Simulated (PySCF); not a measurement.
CH₅GeOSi, GeH₃NOSi, GeH₃O₂Si (calculated)

Computed with PySCF 2.14.0. Calculation on a computer-drawn molecule: optimised geometry and harmonic frequencies of an isolated molecule of the commonest isotopes, restricted reference for singlets and unrestricted otherwise, frozen core in MP2; on germanium a core potential holds 10 electrons, which the energies leave out, and 3d is frozen in MP2 and coupled-cluster steps.

Common to all runs: charge 0; basis cc-pV(D+d)Z; basis and core potential on germanium cc-pVDZ-PP ECP10MDF.

```yaml
- entry: 1
  formula: CH5GeOSi
  start_structure:
    atoms_angstrom:
      - [O, -0.8327, -3.4116, 1.7334]
      - [Si, -0.2177, -2.1543, 0.9666]
      - [C, -1.1994, -0.9551, -0.004]
      - [Ge, -1.8021, 0.4334, 1.3945]
      - [H, 1.2308, -1.7579, 1.0212]
      - [H, -0.666, -0.4813, -0.7521]
      - [H, -2.0989, -1.3467, -0.4251]
      - [H, -2.4431, -0.4256, 2.5142]
      - [H, -0.4143, 0.8534, 2.0795]
  given:
    multiplicity: 2
    method: HF
    drawn_bonds_atom: [1, 2, 3, 2, 3, 3, 4, 4]
    drawn_bonds_other_atom: [2, 3, 4, 5, 6, 7, 8, 9]
    drawn_bonds_order: [2, 1, 1, 1, 1, 1, 1, 1]
  results:
    optimised_atom_element: [O, Si, C, Ge, H, H, H, H, H]
    "optimised_atom_x [angstrom]": [-0.6665, -0.1746, -1.2, -1.748, 1.233, -0.6321, -2.111, -2.636, -0.5078]
    "optimised_atom_y [angstrom]": [-3.634, -2.306, -0.9819, 0.4507, -1.877, -0.4927, -1.414, -0.1217, 1.131]
    "optimised_atom_z [angstrom]": [1.41, 0.9185, 0.1418, 1.414, 1.034, -0.6554, -0.2762, 2.525, 2.016]
    "modes_frequency [cm^-1]": [55.06, 103.4, 152.4, 298.3, 516.2, 525.9, 624.0, 711.4, 749.8, 797.5, 918.0, 947.0, 1085, 1112, 1329, 1495, 2187, 2209, 2344, 3192, 3269]
    "modes_reduced_mass [dalton]": [3.959, 1.198, 4.058, 3.152, 2.006, 1.272, 1.232, 1.627, 1.742, 2.072, 1.044, 1.141, 1.093, 1.272, 12.6, 1.103, 1.017, 1.023, 1.044, 1.059, 1.104]
    "rotational_constants [GHz]": [11.91, 1.33, 1.288]
    "total_energy [hartree]": -697.9250
    spin_squared: 0.7549
    "convergence_status_largest_gradient_component [hartree/bohr]": 3.855e-05
- entry: 2
  formula: GeH3NOSi
  start_structure:
    atoms_angstrom:
      - [O, -1.4096, -3.9012, -0.156]
      - [Si, 0.0416, -3.3819, 0.2521]
      - ["N", 0.8737, -2.2167, -0.6274]
      - [Ge, 0.3621, -1.3667, -2.1893]
      - [H, 0.8081, -3.7937, 1.3749]
      - [H, 1.7795, -1.9914, -0.2692]
      - [H, 1.7723, -0.4611, -2.2357]
  given:
    multiplicity: 1
    method: HF
    drawn_bonds_atom: [1, 2, 3, 2, 3, 4]
    drawn_bonds_other_atom: [2, 3, 4, 5, 6, 7]
    drawn_bonds_order: [2, 1, 1, 1, 1, 1]
  results:
    optimised_atom_element: [O, Si, "N", Ge, H, H, H]
    "optimised_atom_x [angstrom]": [-1.351, 0.007786, 0.8922, 0.3728, 0.7835, 1.794, 1.729]
    "optimised_atom_y [angstrom]": [-3.886, -3.378, -2.221, -1.326, -3.818, -1.99, -0.4927]
    "optimised_atom_z [angstrom]": [-0.1448, 0.2227, -0.6246, -2.197, 1.392, -0.2407, -2.258]
    "modes_frequency [cm^-1]": [115.9, 163.3, 241.5, 392.1, 580.0, 649.9, 727.6, 826.7, 923.9, 980.5, 1252, 1347, 1966, 2375, 3773]
    "modes_reduced_mass [dalton]": [14.78, 2.798, 1.184, 11.91, 4.103, 1.288, 1.198, 1.333, 1.444, 1.606, 1.387, 12.79, 1.021, 1.045, 1.076]
    "rotational_constants [GHz]": [11.93, 1.587, 1.401]
    "total_energy [hartree]": -713.4014
    "convergence_status_largest_gradient_component [hartree/bohr]": 9.33e-06
- entry: 3
  formula: GeH3NOSi
  start_structure:
    atoms_angstrom:
      - [O, -1.3509, -3.8858, -0.1448]
      - [Si, 0.0078, -3.3782, 0.2227]
      - ["N", 0.8922, -2.221, -0.6246]
      - [Ge, 0.3728, -1.3263, -2.1965]
      - [H, 0.7835, -3.8183, 1.3918]
      - [H, 1.7936, -1.9904, -0.2407]
      - [H, 1.7288, -0.4927, -2.2584]
  given:
    multiplicity: 1
    method: MP2
    drawn_bonds_atom: [1, 2, 3, 2, 3, 4]
    drawn_bonds_other_atom: [2, 3, 4, 5, 6, 7]
    drawn_bonds_order: [2, 1, 1, 1, 1, 1]
  results:
    optimised_atom_element: [O, Si, "N", Ge, H, H, H]
    "optimised_atom_x [angstrom]": [-1.398, -0.002915, 0.9063, 0.3688, 0.7982, 1.822, 1.733]
    "optimised_atom_y [angstrom]": [-3.914, -3.387, -2.211, -1.318, -3.812, -1.985, -0.4852]
    "optimised_atom_z [angstrom]": [-0.1438, 0.2263, -0.6267, -2.21, 1.395, -0.2269, -2.265]
    "modes_frequency [cm^-1]": [102.7, 138.1, 241.4, 355.9, 553.1, 591.3, 675.3, 771.8, 858.3, 913.9, 1132, 1219, 1933, 2297, 3565]
    "modes_reduced_mass [dalton]": [14.87, 3.282, 1.146, 12.02, 4.11, 1.364, 1.106, 1.297, 1.64, 1.422, 1.426, 12.28, 1.021, 1.045, 1.076]
    "rotational_constants [GHz]": [11.39, 1.558, 1.37]
    "total_energy [hartree]": -713.9279
    "convergence_status_largest_gradient_component [hartree/bohr]": 2.297e-05
- entry: 4
  formula: GeH3O2Si
  start_structure:
    atoms_angstrom:
      - [O, -2.3749, 0.8755, -1.9133]
      - [Si, -0.9928, 0.8268, -1.0853]
      - [O, -0.751, -0.1373, 0.0793]
      - [Ge, 0.9307, 2.0056, -1.2124]
      - [H, -1.3316, -0.7948, 0.4611]
      - [H, 1.3646, 1.938, -2.6915]
      - [H, 0.5114, 3.5161, -1.1801]
  given:
    multiplicity: 2
    method: HF
    drawn_bonds_atom: [1, 2, 2, 3, 4, 4]
    drawn_bonds_other_atom: [2, 3, 4, 5, 6, 7]
    drawn_bonds_order: [2, 1, 1, 1, 1, 1]
  results:
    optimised_atom_element: [O, Si, O, Ge, H, H, H]
    "optimised_atom_x [angstrom]": [-1.983, -0.9974, -0.9532, 0.8588, -1.608, 0.7166, 1.323]
    "optimised_atom_y [angstrom]": [0.09073, 0.6144, 0.2435, 1.992, -0.3541, 2.822, 2.822]
    "optimised_atom_z [angstrom]": [-2.229, -1.234, 0.3419, -1.675, 0.6816, -2.946, -0.4821]
    "modes_frequency [cm^-1]": [138.9, 157.0, 243.3, 290.9, 421.9, 497.1, 503.6, 535.5, 871.3, 907.4, 958.7, 1352, 2241, 2255, 4122]
    "modes_reduced_mass [dalton]": [1.433, 2.634, 9.499, 4.595, 4.089, 1.213, 1.261, 1.104, 1.766, 1.081, 2.836, 19.18, 1.017, 1.024, 1.066]
    "rotational_constants [GHz]": [7.491, 1.888, 1.514]
    "total_energy [hartree]": -733.8202
    spin_squared: 0.7607
    "convergence_status_largest_gradient_component [hartree/bohr]": 1.687e-05
- entry: 5
  formula: GeH3O2Si
  start_structure:
    atoms_angstrom:
      - [O, -1.9832, 0.0907, -2.2288]
      - [Si, -0.9974, 0.6144, -1.2337]
      - [O, -0.9532, 0.2435, 0.3419]
      - [Ge, 0.8588, 1.9915, -1.6753]
      - [H, -1.6081, -0.3541, 0.6816]
      - [H, 0.7166, 2.8217, -2.9458]
      - [H, 1.3229, 2.8221, -0.4821]
  given:
    multiplicity: 2
    method: MP2
    drawn_bonds_atom: [1, 2, 2, 3, 4, 4]
    drawn_bonds_other_atom: [2, 3, 4, 5, 6, 7]
    drawn_bonds_order: [2, 1, 1, 1, 1, 1]
  results:
    optimised_atom_element: [O, Si, O, Ge, H, H, H]
    "optimised_atom_x [angstrom]": [-2.031, -1.012, -0.9122, 0.852, -1.598, 0.7435, 1.314]
    "optimised_atom_y [angstrom]": [0.08036, 0.6132, 0.2549, 1.992, -0.3589, 2.812, 2.837]
    "optimised_atom_z [angstrom]": [-2.262, -1.241, 0.3671, -1.662, 0.6762, -2.951, -0.4698]
    "modes_frequency [cm^-1]": [132.6, 145.4, 228.5, 265.4, 390.3, 448.2, 457.6, 498.8, 819.6, 858.6, 903.6, 1218, 2188, 2213, 3829]
    "modes_reduced_mass [dalton]": [1.569, 2.295, 8.818, 5.521, 3.586, 1.225, 1.284, 1.104, 2.552, 1.047, 1.917, 19.31, 1.016, 1.025, 1.066]
    "rotational_constants [GHz]": [7.118, 1.889, 1.498]
    "total_energy [hartree]": -734.3641
    spin_squared: 0.7613
    "convergence_status_largest_gradient_component [hartree/bohr]": 2.654e-05
```
